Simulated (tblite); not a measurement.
C6H12OSi2.
Geometry (GFN2-xTB, Å), atoms numbered from 1 in this order:
```
atom  x, y, z in Å
C1     2.1562   -1.3866   -0.8775
C2     1.2705   -0.2732   -0.4359
C3     1.6120    0.8353    0.2052
C4     0.4272    1.6999    0.5178
C5    -0.7128    1.0824   -0.3200
Si6   -2.3868    0.9498    0.5890
O7    -2.3313   -0.6333    1.0117
Si8   -1.1074   -1.5913    0.4986
C9    -0.2109   -0.3479   -0.6568
H10    2.0822   -1.5290   -1.9561
H11    1.8497   -2.3179   -0.3997
H12    3.1935   -1.1819   -0.6229
H13    2.6070    1.1092    0.5138
H14    0.2154    1.6543    1.5921
H15    0.5970    2.7489    0.2653
H16   -0.7890    1.6531   -1.2501
H17   -2.4553    1.7052    1.8344
H18   -3.5467    1.1187   -0.2814
H19   -0.3293   -1.9653    1.6745
H20   -1.7213   -2.7134   -0.2028
H21   -0.4287   -0.6001   -1.6997
```

Method: GFN2-xTB as coded in tblite; computed harmonic values from a numerical Hessian at the method's own geometry, unscaled. Against measured fundamentals such values can be off by several per cent, at times by over 20. Modes of hydrogen on silicon can be 10 to 20 % off. One conformer, not necessarily the lowest.

Harmonic wavenumbers (cm⁻¹): 56.3, 101.5, 130.8, 159.9, 213.2, 238.7, 306.4, 357.5, 386.5, 458.8, 484.5, 499.7, 570.9, 581.9, 593.9, 620.5, 643.0, 654.6, 709.5, 759.1, 777.1, 783.2, 797.0, 811.1, 936.9, 943.8, 949.8, 982.8, 992.4, 1031.6, 1044.4, 1089.1, 1131.0, 1146.5, 1173.2, 1221.6, 1234.2, 1273.5, 1295.4, 1304.9, 1401.6, 1478.9, 1484.2, 1486.8, 1732.4, 2279.7, 2290.7, 2304.1, 2306.1, 2905.5, 2908.9, 2933.3, 2965.5, 2987.5, 3003.5, 3037.6, 3103.8.

A = 1965, B = 1061, C = 768.3 MHz; mass 156.043 u (most abundant isotopes); point group C1, symmetry number 1.

**Question.** Zero-point energy?

**Answer.** ½Σν̃ = 35028 cm⁻¹ = 419.03 kJ/mol.

**Question.** Give the ideal-gas entropy at 298.15 K and 1 bar in the rigid-rotor, harmonic-oscillator model (classical rotation).

**Answer.** Translation 171.84, rotation 124.20, vibration 117.68: S = 413.7 J/(mol K).

**Question.** And Cp and H(298.15 K) − H(0)?

**Answer.** Cp = 180.55 J/(mol K), of which vibrations give 147.30 (their classical limit is 57 R = 473.9); H(298.15 K) − H(0) = 29.90 kJ/mol without the zero-point energy, 19.99 from vibrations.

**Question.** How do the functions run with temperature in this model?

**Answer.** 
```csv
T (K),S (J/(mol K)),Cp (J/(mol K)),H − H(0) (kJ/mol),G − H(0) (kJ/mol),ln q(vib)
50,245.3,50.1,1.96,-10.30,0.31
100,287.3,73.4,5.06,-23.67,1.23
373.15,458.5,219.3,44.93,-126.16,8.16
500,530.5,273.2,76.32,-188.95,11.78
750,656.2,345.4,154.38,-337.74,18.87
1000,762.2,391.1,246.84,-515.40,25.54
```

q(vib) and H(0) count from the zero-point level.

**Question.** What must be added to the electronic energy to get the Gibbs energy at 298.15 K and 1 bar?

**Answer.** ZPE + [H(298.15 K) − H(0)] − T·S = 419.03 + 29.90 − 123.35 = 325.58 kJ/mol.

**Question.** Blend soft modes into free rotors: weight 1/[1 + (100 cm⁻¹/ν̃)⁴] for the oscillator and the rest for a rotor with moment μB/(μ + B), μ = h/(8π²ν), B = 10⁻⁴⁴ kg m². What vibrational entropy results?

**Answer.** 111.74 J/(mol K) in place of 117.68, which changes −T·S at 298.15 K by +1.77 kJ/mol.

**Question.** Which modes carry the vibrational entropy at 298.15 K?

**Answer.** 56.3 cm⁻¹: 19.17; 101.5 cm⁻¹: 14.33; 130.8 cm⁻¹: 12.28; 159.9 cm⁻¹: 10.67; 213.2 cm⁻¹: 8.44; 238.7 cm⁻¹: 7.58 J/(mol K); the other 51 give 45.20 together.

Hindered rotation and anharmonicity are outside this model. Other conformers, if any are populated, would add a mixing term that is left out. The structure is chiral; the term R ln 2 for an equal mix with its mirror image is left out.
